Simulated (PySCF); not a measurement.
Compound: C₉H₁₂Si.
SMILES: `c1ccc(C2C[SiH2]C2)cc1`

Torsions of this conformer, `[cH:1]1[cH:2][cH:3][c:4]([CH:5]2[CH2:6][SiH2:7][CH2:8]2)[cH:9][cH:10]1`: C3–C4–C5–C6 58°.

The closed-shell ground state was solved at several levels (PySCF, density fitting, gas phase, non-relativistic). The structure is a single PBE0-D3(BJ)/def2-SVP conformer in the gas phase; no vibrational or solvent corrections.

```json
{"level": "PBE0/def2-SVPD", "basis functions": "300", "total energy (Eh)": "-638.7877", "HOMO (eV)": "-6.98", "LUMO (eV)": "-0.38", "gap (eV)": "6.60", "dipole (D)": "0.45"}
{"level": "mPW1PW91/pcSseg-1", "basis functions": "237", "total energy (Eh)": "-639.5303", "HOMO (eV)": "-6.99", "LUMO (eV)": "-0.34", "gap (eV)": "6.65", "dipole (D)": "0.37"}
```

Task: Estimate the row for PBE0/pcSseg-1, a basis of 237 functions; the other rows only guide the guess.

Result: Total energy -639.0523 Eh, HOMO -6.98 eV, LUMO -0.34 eV, gap 6.64 eV, dipole 0.39 D.

Task: How far do the dipole and the HOMO energy spread over the levels?

Result: The dipole runs from 0.37 to 0.45 D (mean 0.40 D) and the HOMO from -6.99 to -6.98 eV.
